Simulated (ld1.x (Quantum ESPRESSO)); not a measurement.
# Si (Z = 14): one change to a PAW potential, before and after

- Element: Si
- Generator: ld1.x (Quantum ESPRESSO) 7.5
- Type: PAW
- Functional: LDA (PZ)
- Relativity: non-relativistic
- Frozen core: [Ne]
- Valence charge: 4
- Reference configuration: 3s2 3p0 (charge +2)
- Partial waves: 3s (bound): rcut 1.50, rcutus 1.75 bohr; 3s channel at -1.4 Ry: rcut 1.50, rcutus 1.75 bohr; 3p (bound, empty): rcut 2.15, rcutus 2.30 bohr; 3p channel at -1 Ry: rcut 2.15, rcutus 2.30 bohr; 3d channel at 0.3 Ry: rcut 1.25, rcutus 1.70 bohr; 3d channel at 1.15 Ry: rcut 1.25, rcutus 1.70 bohr
- Local potential: all-electron potential smoothed inside 1.95 bohr (lloc = -2)
- Core correction: a·sin(br)/r model core inside 1.05 bohr
- Augmentation charge: PSQ, inside the norm-conserving radii

All-electron outer shells of the reference configuration (LDA (PZ), non-relativistic, ld1.x):

```
shell  level (eV)  outermost node (bohr)  outermost maximum (bohr)
   3s      -28.60                   0.72                      1.69
   3p      -20.67                   0.71                      1.89
```

Change: waves 3p (bound): rcut 2.15, rcutus 2.82 bohr; 3p channel at -1 Ry: rcut 2.15, rcutus 2.82 bohr.

Cutoffs: the cutoffs (Ry, on a coarse ladder) from which the occupation-weighted sum of valence levels, in a spherical-Bessel basis at the reference potential, stays within 10 and 1 mRy of its value at 400 Ry; they do not see the model core or the augmentation charge, which bear on the density cutoff. Errors are all-electron minus pseudo energies relative to the spin-unpolarised reference configuration.

Q: Predict the effect on cutoff, ghosts and configuration errors.

A: The potential gets neither clearly harder nor softer (10 Ry and 15 Ry → 10 Ry and 15 Ry); the number of tests with a reliable result goes from 9 to 5 (the test run of the changed file stopped, so its transferability is not established); the errors of the 5 common tests hardly move; neither file shows a bound ghost.

| quantity | base | changed |
| --- | --- | --- |
| cutoff, loose | 10 Ry | 10 Ry |
| cutoff, tight | 15 Ry | 15 Ry |
| bound ghosts | none | none |
| tests with a reliable result | 9 of 9 | 5 of 9 (the test run stopped) |
| error for 3s2 3p2, meV [ΔE -23.97 eV] | -11 | -11 |
| error for 3s2 3p1, meV [ΔE -16.13 eV] | -5.4 | -5.3 |
| error for 3s1 3p0, meV [ΔE 34.07 eV] | -24 | -24 |
| error for 3s1 3p2, meV [ΔE -8.78 eV] | -2.8 | -3.0 |
| error for 3s1 3p3, meV [ΔE -17.22 eV] | -6.7 | -7.2 |
| lowest overlap eigenvalue by channel | s 0.46, p 0.86, d 0.86 | s 0.46, p 0.78, d 0.86 |
